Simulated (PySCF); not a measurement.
A side-by-side comparison of computed properties.

First species: C6H15N.
SMILES with atom numbers: `[CH3:1][N:2]([CH3:3])[C:4]([CH3:5])([CH3:6])[CH3:7]` (hydrogens: H8, H9, H10 on C1; H11, H12, H13 on C3; H14, H15, H16 on C5; H17, H18, H19 on C6; H20, H21, H22 on C7)

Structure used (PBE0-D3(BJ)/def2-SVP), in Å, numbered top down from 1:
```
atom  x, y, z in Å
C1     1.148   -1.441    0.745
N2     0.746   -0.158    0.225
C3     1.606    0.238   -0.861
C4    -0.702    0.022    0.000
C5    -1.250   -0.889   -1.110
C6    -1.449   -0.267    1.307
C7    -0.971    1.486   -0.366
H8     0.593   -1.696    1.657
H9     2.214   -1.401    1.018
H10    1.030   -2.284    0.027
H11    1.403    1.269   -1.179
H12    1.540   -0.415   -1.760
H13    2.653    0.208   -0.521
H14   -1.103   -1.952   -0.868
H15   -2.330   -0.727   -1.247
H16   -0.760   -0.688   -2.075
H17   -0.989    0.290    2.137
H18   -1.449   -1.336    1.563
H19   -2.500    0.043    1.217
H20   -2.052    1.685   -0.350
H21   -0.610    1.740   -1.373
H22   -0.481    2.153    0.359
```

Second species: pentane, C5H12.
Geometry (PBE0-D3(BJ)/def2-SVP, Å), atoms numbered from 1 in this order:
```xyz
17
C5H12 angstrom
C     -2.545   -0.270    0.309
C     -1.239    0.429    0.650
C     -0.016   -0.236    0.034
C      1.298    0.457    0.370
C      2.513   -0.214   -0.250
H     -3.409    0.233    0.768
H     -2.713   -0.293   -0.780
H     -2.543   -1.315    0.661
H     -1.284    1.482    0.318
H     -1.115    0.468    1.747
H      0.032   -1.290    0.364
H     -0.136   -0.275   -1.065
H      1.246    1.510    0.039
H      1.415    0.497    1.468
H      2.440   -0.236   -1.349
H      3.445    0.310    0.011
H      2.611   -1.257    0.092
```

Levels: CAM-B3LYP/def2-SVPD for dipole moment, HOMO energy, LUMO energy, HOMO–LUMO gap, static isotropic polarisability and electronic spatial extent ⟨r²⟩ about the centre of nuclear charge; TDDFT CAM-B3LYP/def2-SVPD for lowest singlet excitation; TDA CAM-B3LYP/def2-SVPD for lowest triplet excitation (Tamm–Dancoff); ΔSCF CAM-B3LYP/def2-SVPD for vertical ionisation energy; PBE0-D3(BJ)/def2-SVP for rotational constant A and rotational constant C. Geometries: PBE0-D3(BJ)/def2-SVP. All species are isolated and taken at one optimised geometry, non-relativistic unless stated; the electronic structure was computed with PySCF and density fitting.

The conformers computed, where there is a choice (atom-mapped SMILES and torsion angles):
- `[CH3:1][N:2]([CH3:3])[C:4]([CH3:5])([CH3:6])[CH3:7]`: C1–N2–C4–C5 -66°
- `[CH3:1][CH2:2][CH2:3][CH2:4][CH3:5]`: C1–C2–C3–C4 180°, C2–C3–C4–C5 180°

(1) Which has the higher static isotropic polarisability?

(2) Which of the two has the higher dipole moment, and by how much?

(3) Which of the two has the higher vertical ionisation energy, and by how much?

(4) Which has the higher ⟨r²⟩?

(5) Which of the two has the higher rotational constant C, and by how much?

(6) Which has the higher S1 energy?

(7) Which has the higher HOMO–LUMO gap?

(8) Which has the higher LUMO energy?

Results:

(1) The first: 83.5 au against 64.5 au, a difference of 19.0 au.

(2) The first: 0.51 D against 0.08 D, a difference of 0.43 D.

(3) The second: 11.16 eV against 7.92 eV, a difference of 3.24 eV.

(4) The first: 848 bohr² against 718 bohr², a difference of 130 bohr².

(5) The first: 1.919 GHz against 1.846 GHz, a difference of 0.073 GHz.

(6) The second: 8.74 eV against 5.87 eV, a difference of 2.87 eV.

(7) The second: 11.83 eV against 8.59 eV, a difference of 3.24 eV.

(8) The second: 1.49 eV against 1.30 eV, a difference of 0.19 eV.

On the first: A dipole of 0.51 D is allowed in Cs, and pure rotational transitions are dipole-allowed. No computed singlet falls in the visible range (750 to 380 nm, 1.65 to 3.26 eV); S1 lies 2.61 eV above its blue end.

On the second: No computed singlet falls in the visible range (750 to 380 nm, 1.65 to 3.26 eV); S1 lies 5.48 eV above its blue end. The polarisability is 9.56 Å³ as a volume (1 au = 0.148185 Å³), or 1.54 au for each of the 42 electrons.
